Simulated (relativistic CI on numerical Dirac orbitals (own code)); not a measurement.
**d1 in a ligand field**

Computed with a parametric ligand-field model of a d^n configuration (Racah B and C, spin-orbit zeta, crystal field), exact diagonalisation.

Field parameters in Wybourne normalisation: D3d B²₀ = −7Dσ, B⁴₀ = −14Dq − 21Dτ, B⁴₃ = −14√(10/7) Dq; Oh B⁴₀ = 21Dq, B⁴₄ = √(5/14) B⁴₀. The field is a parameter set, without covalency.

**Question.** Ground term and bands for B = 960, C = 3870, ζ = 0 cm⁻¹, D3d, 10Dq = 15550, Dσ = 1200, Dτ = 180 cm⁻¹?

**Answer.** Ground term 2A1 with 0.00 electrons in the two orbitals of the cubic e set. Spin-allowed: 2E 4690 cm⁻¹ (2132 nm), 2E 19560 cm⁻¹ (511 nm). Lowest spin-forbidden: none.

**Question.** Ground term and bands for B = 320, C = 1140, ζ = 0 cm⁻¹, D3d, 10Dq = 9300, Dσ = -1200, Dτ = -50 cm⁻¹?

**Answer.** Ground term 2E with 0.02 electrons in the two orbitals of the cubic e set. Spin-allowed: 2A1 4167 cm⁻¹ (2400 nm), 2E 10885 cm⁻¹ (919 nm). Lowest spin-forbidden: none.

**Question.** Ground term and bands for B = 820, C = 3270, ζ = 0 cm⁻¹, D3d, 10Dq = 17900, Dσ = 1200, Dτ = 120 cm⁻¹?

**Answer.** Ground term 2A1 with 0.00 electrons in the two orbitals of the cubic e set. Spin-allowed: 2E 4282 cm⁻¹ (2335 nm), 2E 21418 cm⁻¹ (467 nm). Lowest spin-forbidden: none.

**Question.** Ground term and bands for B = 830, C = 3720, ζ = 0 cm⁻¹, Oh, 10Dq = 4100 cm⁻¹?

**Answer.** Ground term 2T2 with 0.00 electrons in the two orbitals of the cubic e set. Spin-allowed: 2E 4100 cm⁻¹ (2439 nm). Lowest spin-forbidden: none.

**Question.** Ground term and bands for B = 320, C = 1350, ζ = 0 cm⁻¹, Oh, 10Dq = 31850 cm⁻¹?

**Answer.** Ground term 2T2 with 0.00 electrons in the two orbitals of the cubic e set. Spin-allowed: 2E 31850 cm⁻¹ (314 nm). Lowest spin-forbidden: none.
